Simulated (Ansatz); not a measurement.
# Worked example: GeH2(SH)2 + B(CH3)(SH)2 → GeH(SH)3 + BH(CH3)(SH)

Species: GeH2(SH)2, singlet; B(CH3)(SH)2, singlet; GeH(SH)3, singlet; BH(CH3)(SH), singlet. The partners trade H for SH: Ge–H and B–SH bonds give way to Ge–SH and B–H.

Shapes, held fixed at every level: PBE0-D4/def2-TZVP. Flexible molecules stand in one conformer, not always the lowest. Programs: Ansatz 0.2.0. Electronic energies: no zero-point or thermal term.

At CCSD(T)/def2-TZVPP; 1 Eh = 2625.50 kJ/mol:

```
    species   energy (Eh)
  GeH2(SH)2  -2873.521434
B(CH3)(SH)2   -861.364346
   GeH(SH)3  -3271.292303
BH(CH3)(SH)   -463.586853
```

**Question.** Work out ΔE of the reaction at this level.

**Answer.** 
1. Products less reactants: (-3271.292303) + (-463.586853) − [(-2873.521434) + (-861.364346)] = 0.006624 Eh = +17.4 kJ/mol.

Other levels give +10.6 (HF/def2-TZVPP) to +19.9 kJ/mol (r2SCAN-D4/def2-TZVPP). No measured value is set beside it here. Relativity is left out for Ge. Outer-core shells of Ge are correlated, in sets that cover them unevenly.
